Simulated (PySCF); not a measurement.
# Electronic absorption of 9-fluorenone

Species: 9-fluorenone, C13H8O.
SMILES: `O=C1c2ccccc2-c2ccccc21`

Theory: PySCF, TDDFT CAM-B3LYP/def2-SVPD, vertical, gas phase, core orbitals frozen in the response. Geometry: PBE0-D3(BJ)/def2-SVP; no solvent, vibrations or thermal averaging.

**Question.** Predict the UV-vis stick spectrum at this level.

**Answer.** 

```csv
state,E (eV),λ (nm),ν̃ (cm⁻¹),f,|μ| (D),symmetry,"main configurations (H = HOMO, L = LUMO)"
S1,3.44,360.1,27770,0.0000,0.00,–,H-2→L (93%)
S2,3.50,354.4,28210,0.0043,0.57,B1 or B2,H→L (96%)
S3,4.45,278.8,35870,0.0030,0.42,B1 or B2,"H-1→L (61%), H→L+1 (33%)"
S4,4.87,254.8,39240,0.025,1.17,A1,"H-3→L (68%), H→L+2 (13%)"
S5,5.32,232.9,42940,1.041,7.18,B1 or B2,"H→L+1 (62%), H-1→L (34%)"
S6,5.58,222.1,45030,0.097,2.14,A1,"H-3→L+1 (30%), H-4→L (28%), H-3→L (24%)"
S7,5.84,212.4,47090,0.0000,0.00,–,H-2→L+1 (95%)
S8,5.99,206.9,48330,0.050,1.49,B1 or B2,H-1→L+1 (87%)
S9,6.12,202.6,49370,0.0095,0.64,A1,"H-4→L (57%), H→L+2 (31%)"
S10,6.56,188.9,52930,0.0000,0.01,–,H-5→L (87%)
```

Triplets, Tamm–Dancoff:

```tsv
state	E (eV)	λ (nm)	main configurations (H = HOMO, L = LUMO)
T1	2.80	442.5	H→L (82%)
T2	2.98	415.8	H-2→L (91%)
T3	3.61	343.5	H-3→L (73%), H-1→L+2 (11%)
T4	3.84	322.9	H-1→L (37%), H→L+1 (29%), H→L (14%)
```

The lowest singlet lies at 3.44 eV (360 nm, ultraviolet) and is dark (f under 0.0005); its leading configuration is HOMO-2→LUMO (93%). The most intense listed level is S5 at 5.32 eV (233 nm, f = 1.041), 1.88 eV above S1. Löwdin shares by element: HOMO carbon 48% or more (atoms not listed hold the other 52%); LUMO carbon 31% or more, oxygen 18% (atoms not listed hold the other 51%). The listed states span 3.12 eV, and the widest gap between neighbours is 0.95 eV (S2 to S3). Of the 10 states listed, 4 reach f = 0.01 and 3 stay under 0.0005. The oscillator strengths of these states sum to 1.230; summed over the whole spectrum of an exact calculation they would give the number of electrons, 94 (Thomas–Reiche–Kuhn). No computed singlet lies in the visible range (380 to 750 nm); the lowest, at 360 nm, stands 0.18 eV above its violet end (3.26 eV); a Tamm–Dancoff triplet lies at 443 nm, without intensity as long as spin–orbit coupling is left out. Symmetry labels in C2v follow from the direction of the transition dipole and are given only for states with f of 0.002 or more; B1 and B2 swap with the choice of axes. Only the lowest 10 singlets were computed, as vertical energies without vibronic structure.
